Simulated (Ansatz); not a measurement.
Geometry optimisation, DFT r2SCAN, scalar-relativistic, plane waves, PAW in Ansatz 0.2.0.

input.yaml

```yaml
accuracy: low
crystal:
  lattice:
    - [5.892531, 0.0, 0.0]
    - [0.0, 5.892531, 0.0]
    - [0.0, 0.0, 5.892531]
  atoms:
    - { symbol: O, position: [0.0736569, 0.3445735, 0.6719098] }
    - { symbol: H, position: [0.0334417, 0.5024143, 0.6498402] }
    - { symbol: H, position: [0.1076, 0.2906269, 0.5203985] }
    - { symbol: O, position: [0.2253527, 0.7286338, 0.4223888] }
    - { symbol: H, position: [0.2290091, 0.8519281, 0.3137463] }
    - { symbol: H, position: [0.2367898, 0.5934746, 0.329549] }
    - { symbol: O, position: [0.7147627, 0.0537818, 0.4763409] }
    - { symbol: H, position: [0.7205983, -0.0924085, 0.401425] }
    - { symbol: H, position: [0.5748978, 0.0487353, 0.5625407] }
    - { symbol: O, position: [0.6994565, 0.333402, 0.8018048] }
    - { symbol: H, position: [0.6424184, 0.2320862, 0.9179935] }
    - { symbol: H, position: [0.5763116, 0.439567, 0.777672] }
    - { symbol: C, position: [0.8371989, 0.698907, 0.9635862] }
    - { symbol: O, position: [0.7574896, 0.6126385, 1.125495] }
    - { symbol: O, position: [0.9169082, 0.7851756, 0.8016774] }
basis:
  ecutwfc: 500.0
kpoints:
  mp_grid: { grid: [1, 1, 1] }
hamiltonian:
  xc: r2scan
scf:
  occupations: { method: fermi_dirac, width: 0.05 }
  lower_state_search: "off"
relax:
  f_tol: 0.3
  max_steps: 15
  adjacent_minimum: "off"
```

Run as:

```bash
$ ansatz run input.yaml --threads 1 --pin off --max-ram 3072MiB --backend cpu --events-out ev --progress --plain --runs-dir out
```

Q: Where does it end, and by what steps?

A: The forces met the threshold. The threshold is loose, so the end isn't yet a minimum. Limits of this set-up: coarse k mesh, low accuracy level. After 13 steps the energy has fallen by 2.547 eV; H8 moved furthest, 1.35 Å.

```tsv
step	energy less start (eV)	largest force component (eV/Å)	accepted
0	0.0000	1.808	yes
1	-0.6816	1.464	yes
2	-1.0793	2.847	yes
3	-1.4089	2.087	yes
4	-1.6903	1.652	yes
5	-1.9452	1.047	yes
6	-2.0925	0.817	yes
7	-2.1495	2.003	yes
8	-2.2878	1.037	yes
9	-2.3494	1.521	yes
10	-2.4299	0.781	yes
11	-2.4859	0.544	yes
12	-2.5185	0.361	yes
13	-2.5467	0.138	yes
```

```xyz
15
Lattice="5.8925 0.0000 0.0000 0.0000 5.8925 0.0000 0.0000 0.0000 5.8925" Properties=species:S:1:pos:R:3
O 0.992 2.337 3.535
H 0.468 2.843 4.171
H 0.332 1.708 3.127
O 0.844 4.509 1.921
H 1.720 4.840 1.707
H 1.009 3.695 2.452
O 5.064 0.717 2.491
H 5.532 -0.140 2.440
H 4.472 0.695 3.264
O 3.421 1.485 4.614
H 3.290 1.255 5.537
H 2.538 1.736 4.276
C 4.539 4.053 5.949
O 3.814 3.833 6.827
O 5.251 4.283 5.060
```

Run time: 110 s on 1 thread of Arm Neoverse V2, on a shared host, peak memory 0.49 GiB.
